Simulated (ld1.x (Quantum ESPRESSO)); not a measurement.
## Cr PAW: all-electron and pseudo phase curves

ld1.x (Quantum ESPRESSO) 7.5 input, shortened:

```
&input
   title='Cr', zed=24., rel=2, dft='REVPBE', iswitch=3,
   config='[Ar] 3d5.5 4s0.5 4p0', rel_dist='average'
 /
 &inputp
   pseudotype=3, lpaw=.true., tm=.true., lloc=-1, rcloc=1.10,
   nlcc=.true., new_core_ps=.true., rcore=1.30,
   which_augfun='BESSEL', rmatch_augfun=1.45
 /
6
3S  1  0   2.00   0.00  1.25  1.40  0.0
4S  2  0   0.50   0.00  1.25  1.40  0.0
3P  2  1   6.00   0.00  1.45  1.55  0.0
4P  3  1   0.00   0.00  1.45  1.55  0.0
3D  3  2   5.50   0.00  1.45  1.60  0.0
3D  3  2   0.00   3.90  1.45  1.60  0.0
 &test
   configts(1)='3s2 3p6 3d5.5 4s0.5 4p0'
 /
```

Open shells are filled in proportion to 2j + 1 (rel_dist='average').

The phase is arctan(r·u′/u) with u = r·R(r), unwrapped; energies in Ry, scanned from -7 to 5 Ry. A pole is an energy at which the radial function vanishes at the test radius. The pseudo phase is shifted by a multiple of π to meet the all-electron one at the reference energy, and phase errors are pseudo minus all-electron; the curves can meet again beyond the range given. Levels narrower than the energy grid can be missing from the lists of poles.

Question: For each channel, where are the poles, and over which energies does the pseudopotential scatter like the atom?

Answer:

| channel | radius (bohr) | reference energy (Ry) | poles, all-electron | poles, pseudo | unbroken range about the reference energy with phases within 0.05 rad | phase error 1 Ry above the reference energy (rad) |
| --- | --- | --- | --- | --- | --- | --- |
| s | 1.76 | -0.27 | -4.97 | -4.97 | the whole range | +0.000 |
| p1/2 | 1.76 | -0.06 | -2.76 | -2.77 | -6.3 to 2.3 | -0.003 |
| p3/2 | 1.76 | -0.06 | -2.67 | -2.67 | below 2.4 | -0.002 |
| d3/2 | 1.76 | -0.14 | 0.90 | 0.90 | the whole range | -0.001 |
| d5/2 | 1.76 | -0.14 | 0.91 | 0.89 | below 4.9 | -0.006 |

The ghost test of this file was not conclusive.

Phases in the d3/2 channel:

```json
{"E (Ry)": "-7.00", "all-electron": "1.358", "pseudo": "1.357"}
{"E (Ry)": "-6.48", "all-electron": "1.350", "pseudo": "1.349"}
{"E (Ry)": "-5.96", "all-electron": "1.340", "pseudo": "1.339"}
{"E (Ry)": "-5.44", "all-electron": "1.329", "pseudo": "1.328"}
{"E (Ry)": "-4.92", "all-electron": "1.316", "pseudo": "1.315"}
{"E (Ry)": "-4.40", "all-electron": "1.301", "pseudo": "1.299"}
{"E (Ry)": "-3.88", "all-electron": "1.282", "pseudo": "1.280"}
{"E (Ry)": "-3.36", "all-electron": "1.258", "pseudo": "1.256"}
{"E (Ry)": "-2.84", "all-electron": "1.226", "pseudo": "1.224"}
{"E (Ry)": "-2.32", "all-electron": "1.181", "pseudo": "1.179"}
{"E (Ry)": "-1.80", "all-electron": "1.109", "pseudo": "1.108"}
{"E (Ry)": "-1.28", "all-electron": "0.975", "pseudo": "0.973"}
{"E (Ry)": "-0.76", "all-electron": "0.626", "pseudo": "0.624"}
{"E (Ry)": "-0.24", "all-electron": "-0.487", "pseudo": "-0.487"}
{"E (Ry)": "0.28", "all-electron": "-1.294", "pseudo": "-1.294"}
{"E (Ry)": "0.80", "all-electron": "-1.542", "pseudo": "-1.543"}
{"E (Ry)": "1.32", "all-electron": "-1.661", "pseudo": "-1.663"}
{"E (Ry)": "1.84", "all-electron": "-1.743", "pseudo": "-1.744"}
{"E (Ry)": "2.36", "all-electron": "-1.814", "pseudo": "-1.815"}
{"E (Ry)": "2.88", "all-electron": "-1.889", "pseudo": "-1.889"}
{"E (Ry)": "3.40", "all-electron": "-1.980", "pseudo": "-1.981"}
{"E (Ry)": "3.92", "all-electron": "-2.108", "pseudo": "-2.108"}
{"E (Ry)": "4.44", "all-electron": "-2.312", "pseudo": "-2.313"}
{"E (Ry)": "4.96", "all-electron": "-2.668", "pseudo": "-2.678"}
```
